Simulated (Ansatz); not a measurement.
C₄H₉, doublet, geometry from GFN2-xTB. Base run: Ansatz (an electronic-structure program) with R2SCAN/STO-3G.

Input for Ansatz:
Ansatz 0.2 input:
```yaml
crystal:
  periodic: [false, false, false]
  atoms:
    - {symbol: C, position_ang: [0.80227852, 1.76477179, -0.15694418]}
    - {symbol: C, position_ang: [0.52141927, 0.40038107, 0.33521225]}
    - {symbol: C, position_ang: [-0.74490807, -0.31053583, 0.05376212]}
    - {symbol: C, position_ang: [-0.53438974, -1.81153526, -0.16655504]}
    - {symbol: H, position_ang: [1.85278878, 1.87333439, -0.43366452]}
    - {symbol: H, position_ang: [-1.48498727, -2.30741758, -0.34953270]}
    - {symbol: H, position_ang: [0.60506598, 2.52119607, 0.61469385]}
    - {symbol: H, position_ang: [0.18232470, 2.00638185, -1.01869520]}
    - {symbol: H, position_ang: [-0.07242301, -2.26159652, 0.70904246]}
    - {symbol: H, position_ang: [0.11552400, -1.97990561, -1.02198077]}
    - {symbol: H, position_ang: [1.21029694, -0.04478302, 1.03354459]}
    - {symbol: H, position_ang: [-1.22945641, 0.12710158, -0.82320378]}
    - {symbol: H, position_ang: [-1.44553349, -0.19280169, 0.89694506]}
basis:
  gaussian:
    orbitals: STO-3G
hamiltonian:
  xc: r2scan
magnetization: {spin_polarized: true, initial_magnetization: 1}
```

The base run was repeated with changes; each row names its change, and settings that it needs were set with it.

| change | ΔE vs base (mEh) |
|---|---|
| base | 0.000 |
| lower_state_search = light | 0.000 |
| lower_state_search = off | 0.000 |
| fitting.mean_field = cc-pVTZ-JKFIT | -0.190 |
| point_charge = charge:1.0 position_ang:-4.0472, 1.2315, 3.8669 | -0.566 |
| forces = on | 0.000 |
| final_grid = 14, 28, 59 | -0.005 |
| final_grid = 10, 20, 41 | -0.114 |
| point_charge = charge:-1.0 position_ang:-0.8143, -4.042, 3.9884 | -1.099 |
| point_charge = charge:0.5 position_ang:3.8021, 4.2129, 0.663 | -0.343 |
| nuclear_model = gaussian | 0.009 |
